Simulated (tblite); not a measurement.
Species: C4H4F3O (doublet state).
Atom-mapped SMILES: `[F:1][CH:2][C@H:3]([F:4])[O:5]/[CH:6]=[CH:7]\[F:8]` (hydrogens: H9 on C2; H10 on C3; H11 on C6; H12 on C7)

The geometry is computed with GFN2-xTB (gas phase). This method treats the open shell by occupation alone, without spin polarisation.

What internal coordinates does the optimisation give?

| bond | length (pm) |
| --- | --- |
| F1–C2 | 133.1 |
| C2–C3 | 147.4 |
| C3–F4 | 140.0 |
| C3–O5 | 139.0 |
| O5–C6 | 136.4 |
| C6=C7 | 132.4 |
| C7–F8 | 134.6 |
| C2–H9 | 107.3 |
| C3–H10 | 109.9 |
| C6–H11 | 108.0 |
| C7–H12 | 107.8 |

A selection of angles:
| angle | degrees |
| --- | --- |
| F1–C2–C3 | 118.4 |
| F1–C2–H9 | 116.0 |
| C3–C2–H9 | 125.0 |
| C2–C3–F4 | 109.9 |
| C2–C3–O5 | 108.6 |
| C2–C3–H10 | 111.0 |
| F4–C3–O5 | 107.5 |
| F4–C3–H10 | 105.8 |
| O5–C3–H10 | 114.0 |
| C3–O5–C6 | 119.7 |
| O5–C6–C7 | 131.6 |
| O5–C6–H11 | 109.7 |
| C7–C6–H11 | 118.7 |
| C6–C7–F8 | 125.4 |
| C6–C7–H12 | 122.6 |
| F8–C7–H12 | 112.1 |

Dihedral angles: F1–C2–C3–F4 -111° (anticlinal); C2–C3–O5–C6 -171° (antiperiplanar); C3–O5–C6–C7 6° (synperiplanar); O5–C6–C7–F8 0° (synperiplanar).

The C–O distances run from 1.364 Å (O5–C6, drawn single) to 1.390 Å (C3–O5, drawn single), a spread of 0.026 Å. The 2 C–C bonds span 1.324 Å (C6=C7, drawn double) to 1.474 Å (C2–C3, drawn single), a spread of 0.150 Å. C7 (carbon bonded to C, F and H) is planar (angles 125.4°, 122.6° and 112.1°, sum 360.0°, 0.00 Å off the plane of its three neighbours). C6 (carbon bonded to C, O and H) is planar (angles 131.6°, 118.7° and 109.7°, sum 360.0°, 0.00 Å off the plane of its three neighbours). Of the pairs four or more bonds apart, F8···H10 is among the closest relative to their van der Waals radii: 2.32 Å, 87 % of the sum of Bondi's values. The 3 C–F bonds span 1.331 Å (F1–C2, drawn single) to 1.400 Å (C3–F4, drawn single), a spread of 0.069 Å. C2 (carbon bonded to C, F and H) is planar (angles 125.0°, 118.4° and 116.0°, sum 359.4°, 0.06 Å off the plane of its three neighbours).

Point group: C1 (no symmetry element, even within 0.4 Å). Its GFN2-xTB frequencies are all real (lowest 38 cm⁻¹). 3 starts were optimised and ended at 0.00, 0.03 and 0.94 kcal/mol (GFN2-xTB); the lowest of these is shown.

Time: 0.26 s wall. Hardware: an Arm Neoverse V2 with one thread, on a shared host. That covers the optimisation of the geometry.

One conformer stands for the species.
